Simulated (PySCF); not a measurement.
Species: C₃H₈AsB.
Bonds: B1–As2, As2–C3, C3–C4, C4–C5 (double). Hydrogens: H6, H7 on B1; H8 on As2; H9, H10 on C3; H11 on C4; H12, H13 on C5.

The calculation used PySCF, PBE0-D3(BJ)/def2-SVP geometry optimisation, gas phase.

(1) Give the optimised bond lengths and angles.

Results:

(1) 
| bond | length (Å) | order |
| --- | --- | --- |
| B1–As2 | 1.969 | single |
| As2–C3 | 1.987 | single |
| C3–C4 | 1.488 | single |
| C4=C5 | 1.335 | double |
| B1–H6, B1–H7 | 1.207 | single |
| As2–H8 | 1.515 | single |
| C3–H9, C3–H10 | 1.100 | single |
| C4–H11 | 1.098 | single |
| C5–H12 | 1.095 | single |
| C5–H13 | 1.093 | single |

Bonds in one row agree within 0.01 Å and their mean is given. Orders are formal, as drawn. A selection of angles:
| angle | degrees |
| --- | --- |
| As2–B1–H6 | 119.4 |
| H6–B1–H7 | 120.3 |
| B1–As2–C3 | 105.0 |
| B1–As2–H8 | 101.9 |
| C3–As2–H8 | 100.2 |
| As2–C3–C4 | 111.0 |
| As2–C3–H9 | 104.4 |
| As2–C3–H10 | 109.9 |
| C4–C3–H9 | 111.4 |
| H9–C3–H10 | 108.2 |
| C3–C4–C5 | 124.8 |
| C3–C4–H11 | 116.2 |
| C5–C4–H11 | 119.1 |
| C4–C5–H12 | 121.4 |
| C4–C5–H13 | 121.4 |
| H12–C5–H13 | 117.1 |

Dihedral angles: B1–As2–C3–C4 177° (antiperiplanar); As2–C3–C4–C5 -113° (anticlinal). The mirror-image conformer, all signs reversed, is as good.

The C–C distances run from 1.335 Å (C4=C5, drawn double) to 1.488 Å (C3–C4, drawn single), a spread of 0.153 Å. Of the pairs four or more bonds apart, H10···H12 is among the closest relative to their van der Waals radii: 2.47 Å, 103 % of the sum of Bondi's values. B1 (three-coordinate boron) is almost planar (angles 120.3°, 119.6° and 119.4°, sum 359.3°, 0.07 Å off the plane of its three neighbours). As2 (arsenic bonded to B, C and H) is pyramidal (angles 105.0°, 101.9° and 100.2°, sum 307.2°, 0.78 Å off the plane of its three neighbours).

Point group: C1 (no symmetry element, even within 0.4 Å). Not checked by PBE0-D3(BJ)/def2-SVP frequencies. One conformer, not necessarily the lowest (H–B1–As2–C3 -149° and 41°, B1–As2–C3–C4 177°, As2–C3–C4–C5 -113°).
